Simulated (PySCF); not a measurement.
# Identify the compound

An unknown has the formula C6H6B2F2. Its calculated NMR data are:

¹H NMR (400 MHz, computed): δ 8.24 (d, J = 8.4 Hz, 1H), 7.92 (t, J = 8.4 Hz, 1H), 7.39 (tt, J = 8.3, 1.1 Hz, 1H), 7.30 (dt, J = 8.5, 1.1 Hz, 1H), 6.85 (br, 2H).

¹³C{¹H} NMR (computed): δ 172.7 (C, t, J = 3.9 Hz), 146.6 (CH, t, J = 6.6 Hz), 146.4 (CH), 130.1 (CH), 128.2 (CH), 121.5 (C, t, J = 37.3 Hz).

- J couplings at B3LYP/pcJ-1 (spin–dipole term only in couplings to heteroatoms)
- HF/pcSseg-1 with gauge-including orbitals
- geometry: PBE0-D3(BJ)/def2-SVP
- code: PySCF 2.14.0 with density-fitted response routines
- a single conformation, non-relativistic Hamiltonian, one averaged value for each set of equivalent atoms, in vacuum

Referencing at the same level of theory: ¹H and ¹³C against TMS.

Task: Deduce the structure.

Result: 
1. 6 carbon signals for 6 carbons: no two carbons are equivalent.
2. Carbon types of the structure: 2 × C, 4 × CH, leaving 2 H on heteroatoms.
3. δC 172.7, 121.5: substituted aromatic carbon.
4. δC 146.6, 146.4, 130.1, 128.2: aromatic CH.
5. δH 8.24, 7.92, 7.39, 7.30: hydrogen on an aromatic CH; ring-current deshielding.
6. δH 6.85: hydrogen on a boron bonded to C.
7. The protons at 7.30 and 7.92 share a coupling of 8.5 Hz (vicinal, an ortho-type coupling).
8. The protons at 7.39 and 8.24 share a coupling of 8.4 Hz (vicinal, an ortho-type coupling).
9. The protons at 7.92 and 7.39 share a coupling of 8.3 Hz (vicinal, an ortho-type coupling).

The compound is SMILES B(c1c(B)cccc1)(F)F.

The shifts were computed for this structure.

Hydrogens on boron are broadened and split by ¹¹B (spin 3/2, 80 %) and 10B (spin 3). A carbon bonded to boron is broadened by the quadrupolar boron nucleus and is often missing from a measured spectrum. C–F couplings over four or more bonds (about 3 Hz to the para carbon of a fluoroarene) are left out. Multiplet labels drop couplings under 1 Hz and merge nearly equal ones. Unscaled 3J(H,H) at this level run about 10 % above measured values. Shifts are as computed. Against solution values, carbons near 30 ppm lie about -0 ppm off and those near 130 ppm about +7 ppm. Of 1313 compounds with measured shifts, 239 miss one by over three times the rms of a fit or turn the order of signals round; such compounds aren't used in these exercises.
